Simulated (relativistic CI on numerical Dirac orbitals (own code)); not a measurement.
## Mn²⁺: M2,3 absorption edge

Computed with this model: Dirac-Coulomb-Breit CI, KLI orbitals optimised for each configuration, QED by a radiative potential, valence Slater integrals scaled by 0.8, multiplet model of core-to-valence dipole absorption; configurations [Ar] 3d5 → [Ne] 3s2 3p5 3d6; 300 K; Lorentzian 0.48 eV and Gaussian 0.3 eV FWHM. Energies are those of the free ion, without screening or charge transfer. The branching ratio is the share of the lower-energy edge in the whole absorption, uncertain by about 0.02 where the edges overlap. S is read from ⟨S²⟩ = S(S + 1).

Field parameters in Wybourne normalisation: D3d B²₀ = −7Dσ, B⁴₀ = −14Dq − 21Dτ, B⁴₃ = −14√(10/7) Dq; Oh B⁴₀ = 21Dq, B⁴₄ = √(5/14) B⁴₀; Td as Oh with Dq negative (B⁴₀ = 21Dq, B⁴₄ = √(5/14) B⁴₀). The field is a parameter set, without covalency.

free ion: ground-state S = 2.50, centroid 53.67 eV. Peaks (eV, height): 53.7 (100).

D3d, 10Dq = 20800, Dσ = 310, Dτ = -490 cm⁻¹: ground-state S = 2.50, centroid 53.67 eV. Peaks (eV, height): 54.0 (100).

Td, 10Dq = -9050 cm⁻¹: ground-state S = 2.50, centroid 53.67 eV. Peaks (eV, height): 53.8 (100).

Oh, 10Dq = 21600 cm⁻¹: ground-state S = 0.55, centroid 57.92 eV. Peaks (eV, height): 48.9 (16), 51.3 (12), 54.1 (100), 56.5 (30), 57.8 (25), 60.0 (74), 62.2 (19), 65.8 (49).

Strongest unbroadened transitions for Td, 10Dq = -9050 cm⁻¹:

| Energy (eV) | Relative strength |
| --- | --- |
| 47.90 | 0.7 |
| 47.96 | 0.5 |
| 50.13 | 0.5 |
| 53.40 | 0.6 |
| 53.43 | 1.6 |
| 53.51 | 37.5 |
| 53.52 | 29.2 |
| 53.54 | 2.7 |
| 53.56 | 0.9 |
| 53.66 | 2.6 |
| 53.67 | 1.3 |
| 53.70 | 100.0 |
| 53.92 | 20.7 |
| 53.93 | 99.1 |
| 53.96 | 15.2 |
| 53.99 | 1.0 |
| 54.01 | 0.4 |
| 54.06 | 1.3 |
